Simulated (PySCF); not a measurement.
C4H5FSi, SMILES C(/C=C\[SiH2]F)#C. Coordinates come from a PBE-D3(BJ)/def2-SVP optimisation. The structure was generated by enumeration; whether it is a known compound was not checked. The values are those of a single conformer.

Computed equilibrium geometry at PBE-D3(BJ)/def2-SVP (PySCF confirms it by a frequency run) as bond lengths and angles, and its point group (one conformer of several):
point group Cs.
Atoms: C1 C2 C3 C4 Si5 F6 H7 H8 H9 H10 H11. Bonds (Å): C1–C2 1.227, C1–H7 1.081, C2–C3 1.424, C3–C4 1.361, C3–H8 1.106, C4–Si5 1.874, C4–H9 1.104, Si5–F6 1.644, Si5–H10 1.501, Si5–H11 1.501. Angles (°): C2–C1–H7 179.9, C1–C2–C3 179.0, C2–C3–C4 123.1, C2–C3–H8 116.3, C4–C3–H8 120.6, C3–C4–Si5 122.9, C3–C4–H9 118.0, Si5–C4–H9 119.1, C4–Si5–F6 107.1, C4–Si5–H10 111.5, C4–Si5–H11 111.5, F6–Si5–H10 108.0, F6–Si5–H11 108.0, H10–Si5–H11 110.6.
Charge 0, spin multiplicity 1.
